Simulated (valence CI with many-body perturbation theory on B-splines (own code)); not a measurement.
Ni XXIV: E2, M1, M2 decay

Calculated by configuration interaction combined with many-body perturbation theory (CI+MBPT): three valence electrons over a frozen Dirac-Fock core [He], radial functions for each j: 11 s, 11 p, 9 d, 7 f, 5 g, 2 h, 1 i, with the one-electron correlation potential Σ1 (screened to all orders), the two-electron term Σ2, the three-electron term Σ3, Breit, model QED; selected single and double excitations, second order for the rest (own B-spline code, finite nucleus).

No measured levels were compared; by estimate levels of excited configurations hold to 0.05 to 0.15 % of their energy, terms of the ground configuration to about 0.5 %.

Lines 1 to 10 of 10 in falling wavelength, among levels below 11153 × 10³ cm⁻¹, chosen from the decays that carry over 1 % of a level's rate. Wavelengths and rates use the calculated energies, so an error of 800 cm⁻¹ moves a line at 1.052 nm by 0.0084 % and its rate by three times that or more. Electric multipoles are in the length gauge, E1 and E2 with the static RPA response of the core. S is in atomic units (e²a₀⁴ for E2 and M2, e²a₀⁶ for E3), for M1 in squared Bohr magnetons. Weak lines are less certain than strong ones. Lines between different terms over intervals too small for the method are left out, as are lines whose strength nearly cancels.

| λ vac (nm) | Upper | Lower | Type | A (s⁻¹) | S (a.u.) |
| --- | --- | --- | --- | --- | --- |
| 61.00 | 2s2 2p 2P°_3/2 | 2s2 2p 2P°_1/2 | M1 | 3.96e+04 | 1.33e+00 |
| 1.052 | 2s 2p 3p 4D_7/2 | 2s 2p2 2D_5/2 | E2 | 3.27e+08 | 3.01e-04 |
| 1.036 | 2s2 3p 2P°_1/2 | 2s2 2p 2P°_3/2 | E2 | 6.38e+09 | 1.36e-03 |
| 1.035 | 2s 2p 3d 4F°_9/2 | 2s 2p2 2D_5/2 | M2 | 2.48e+07 | 2.62e-05 |
| 1.034 | 2s 2p 3p 4D_5/2 | 2s 2p2 4P_5/2 | E2 | 2.45e+09 | 1.55e-03 |
| 1.032 | 2s2 3p 2P°_3/2 | 2s2 2p 2P°_3/2 | E2 | 3.15e+09 | 1.31e-03 |
| 1.022 | 2s 2p 3p 4D_7/2 | 2s 2p2 4P_5/2 | E2 | 3.57e+09 | 2.84e-03 |
| 1.018 | 2s 2p 3p 4D_5/2 | 2s 2p2 4P_1/2 | E2 | 3.39e+09 | 1.98e-03 |
| 1.015 | 2s 2p 3p 4D_7/2 | 2s 2p2 4P_3/2 | E2 | 2.65e+09 | 2.04e-03 |
| 1.014 | 2s2 3p 2P°_3/2 | 2s2 2p 2P°_1/2 | E2 | 3.28e+09 | 1.26e-03 |
